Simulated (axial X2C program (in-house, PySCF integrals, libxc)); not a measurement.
Worked dissociation energy of NiSe⁺: PBE, without spin–orbit coupling

All values were computed with an axial X2C code built on PySCF integrals. Spin-free means the one-electron spin-free X2C Hamiltonian. Basis: Se dyall-cv3z [8s9p6d4f1g], Ni dyall-cv3z [9s9p6d3f2g] (cores contracted in-house); Gaussian nuclei, density fitting, unrestricted open shells. Masses: Se 79.917 u, Ni 57.935 u.

Molecular state: M_S = 3/2, Λ = 0 (beyond evenly filled blocks: σα, π+α, π-α).

```
E(Se) (2M_S = 2, M_L = 0)  : -2429.567112 hartree
E(Ni+) (2M_S = 1, M_L = 0) : -1520.085495 hartree
E(NiSe⁺) at Re             : -3949.781967 hartree
ωe                         : 337.0 cm⁻¹
ωexe                       : 1.22 cm⁻¹
```

(1) Work out De and D0.

Occupations by symmetry block were frozen at the best pattern of an incomplete PBE0 search. De is counted from the lowest determinant-based energies of the atoms at the same level, without counterpoise correction. PBE0 can misorder states that lie within some tenths of an eV, so this need not be the ground state of the molecule. The nearest other spin-free determinant of the search, M_S = 3/2, Λ = 2, lies 0.15 eV up at the distance of the search. Spin-free De lacks the spin–orbit lowering of the heavy p-block atom, a tenth of an eV or more for 4p and 5p, up to an eV for 6p and one to two eV for 7p atoms, less what an open-shell molecule gains itself.

The levels of this run spread widely (ωe from 241 to 337 cm⁻¹), so these constants depend on the method.

Each atomic determinant is the lowest at this level and need not be a pure term. Totals compare only within one Hamiltonian and basis.

## Answers

(1) De = -2429.567112 + (-1520.085495) − (-3949.781967) = 0.12936 hartree = 3.520 eV. The zero-point energy is ωe/2 − ωexe/4 = 168 cm⁻¹ = 0.021 eV, so D0 = 3.499 eV.
